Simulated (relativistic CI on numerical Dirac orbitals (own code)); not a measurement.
# Electric-dipole lines of I XIV

These numbers are calculated, not measured: Dirac-Coulomb-Breit CI, KLI orbitals optimised for each configuration, model QED, unscaled Slater integrals (own radial code, finite nucleus).

Configurations in the expansion (outside the closed core [Ar] 3d10): 4s2 4p6 4d4, 4s2 4p5 4d5, 4s2 4p6 4d3 4f, 4s 4p6 4d5, 4s2 4p6 4d3 5s, 4s2 4p5 4d4 4f, 4s2 4p6 4d3 5p, 4s2 4p6 4d2 4f 5s, 4s 4p6 4d4 4f, 4s2 4p6 4d3 5d, 4s2 4p6 4d2 5s 5p, 4s2 4p5 4d4 5s, 4s2 4p6 4d3 6s, 4s2 4p6 4d3 5f, 4s2 4p6 4d3 6p, 4s2 4p6 4d3 7s, 4s2 4p6 4d3 6f, 4s2 4p6 4d3 7p, 4s2 4p5 4d4 5d, 4s2 4p6 4d3 7f, 4p6 4d5 5p, 4p6 4d6, 4p5 4d7, 4p5 4d6 4f, 4s2 4p6 4d2 5s2, 4s2 4p6 4d 4f 5s2, 4s2 4p5 4d2 4f 5s2, 4s2 4p6 4d 5s2 5p. Double excitations out of closed p, d and f shells are left out; levels of such configurations are missing from the list, as are those of other unlisted configurations, and high levels can miss mixing partners. These lack a partner that the ground configuration has and come out too high: 4s2 4p5 4d4 5s, 4s2 4p5 4d4 5d.

```
λ vac (nm)                  Lower                       Upper   A (s⁻¹)  log gf  S velocity/length
    10.768   4s2 4p6 4d4 5D_0 [1]  4s2 4p6 4d3 5p 3D°_1 [398]  7.75e+10   -0.39               0.84
    11.595   4s2 4p6 4d4 3H_4 [6]     4s2 4p5 4d5 1F°_3 [380]  4.74e+09   -1.17               0.64
    11.627   4s2 4p6 4d4 5D_2 [3]     4s2 4p5 4d5 3F°_3 [359]  4.15e+09   -1.23               0.72
    11.807   4s2 4p6 4d4 5D_4 [5]     4s2 4p5 4d5 3G°_5 [353]  2.74e+09   -1.20               0.71
    12.030   4s2 4p6 4d4 5D_3 [4]     4s2 4p5 4d5 3H°_4 [317]  4.54e+09   -1.05               0.70
    12.088   4s2 4p6 4d4 5D_4 [5]     4s2 4p5 4d5 3G°_5 [321]  5.01e+09   -0.92               0.67
    12.110  4s2 4p6 4d4 3G_5 [18]     4s2 4p5 4d5 1H°_5 [376]  8.97e+09   -0.66               0.71
    12.237  4s2 4p6 4d4 3H_6 [10]  4s2 4p6 4d3 4f 1I°_6 [355]  2.45e+09   -1.15               0.34
    12.569  4s2 4p6 4d4 1I_6 [19]     4s2 4p5 4d5 3G°_5 [353]  9.86e+09   -0.59               0.44
    12.821  4s2 4p6 4d4 3G_5 [18]     4s2 4p5 4d5 3G°_5 [321]  4.02e+09   -0.96               0.47
    12.996  4s2 4p6 4d4 1I_6 [19]  4s2 4p6 4d3 4f 3H°_5 [304]  6.12e+09   -0.77               0.59
    13.078   4s2 4p6 4d4 3H_5 [8]  4s2 4p6 4d3 4f 3F°_4 [238]  4.17e+09   -1.02               0.45
    14.129  4s2 4p6 4d4 3H_6 [10]     4s2 4p5 4d5 5F°_5 [133]  4.90e+09   -0.79               1.21
    14.193   4s2 4p6 4d4 3H_5 [8]     4s2 4p5 4d5 5G°_4 [125]  3.21e+09   -1.06               1.10
    14.400  4s2 4p6 4d4 3H_6 [10]     4s2 4p5 4d5 3G°_5 [120]  2.12e+09   -1.14               0.43
    14.452   4s2 4p6 4d4 3H_5 [8]     4s2 4p5 4d5 5G°_5 [110]  4.83e+09   -0.78               0.56
    14.500   4s2 4p6 4d4 5D_4 [5]      4s2 4p5 4d5 5D°_4 [77]  1.85e+09   -1.28               1.26
    14.527   4s2 4p6 4d4 3H_4 [6]      4s2 4p5 4d5 5F°_4 [96]  3.34e+09   -1.02               0.49
    14.670  4s2 4p6 4d4 3H_6 [10]     4s2 4p5 4d5 3H°_6 [104]  6.42e+09   -0.57               0.58
    14.770  4s2 4p6 4d4 3G_5 [18]     4s2 4p5 4d5 3G°_5 [120]  3.96e+09   -0.85               0.94
    14.800   4s2 4p6 4d4 5D_3 [4]      4s2 4p5 4d5 7P°_2 [58]  5.51e+09   -1.04               0.90
    14.866   4s2 4p6 4d4 5D_4 [5]      4s2 4p5 4d5 5P°_3 [59]  6.25e+09   -0.84               1.00
    14.882   4s2 4p6 4d4 5D_0 [1]      4s2 4p5 4d5 5F°_1 [47]  4.98e+09   -1.30               0.46
    14.954   4s2 4p6 4d4 5D_2 [3]      4s2 4p5 4d5 5F°_2 [51]  3.44e+09   -1.24               0.56
    14.965  4s2 4p6 4d4 3G_4 [13]      4s2 4p5 4d5 3G°_4 [93]  2.79e+09   -1.07               0.77
    15.029   4s2 4p6 4d4 5D_3 [4]      4s2 4p5 4d5 5F°_3 [52]  3.65e+09   -1.06               0.60
    15.065   4s2 4p6 4d4 5D_1 [2]      4s2 4p5 4d5 5G°_2 [44]  2.60e+09   -1.35               0.54
    15.091   4s2 4p6 4d4 5D_3 [4]      4s2 4p5 4d5 5F°_4 [50]  1.84e+09   -1.25               0.32
    15.267   4s2 4p6 4d4 5D_2 [3]      4s2 4p5 4d5 5D°_3 [42]  1.75e+09   -1.37               0.64
    15.387   4s2 4p6 4d4 5D_4 [5]      4s2 4p5 4d5 5F°_5 [45]  1.59e+09   -1.21               0.39
```

Terms are leading LS components. Brackets give the number of a level in order of energy, since labels repeat. The list gives strong lines, with weight on those to low levels, among the lowest 400 of 9581 levels, so that lines to higher ones, which can be the strongest, are missing. Levels whose partners in the same complex of configurations lie outside the list can be far off, and so can their lines. Rates are taken at the computed energies, electric ones in the length gauge. A velocity-to-length ratio far from 1 marks an uncertain rate.

At this charge energies of transitions that change n are usually good to better than 1 %, and those within a shell (Δn = 0) to a few per cent. Terms inside the open d or f shell come out 10 to 20 % too wide with unscaled integrals. Levels and lines within the n = 5 or 6 shells can be off by up to 10 % or somewhat more, and those that change n by about 2 %, since core polarisation is missing.

LS names give the leading component of a level, which can be under half, so a name can repeat, a term be missing and a line seem to break the LS rules.
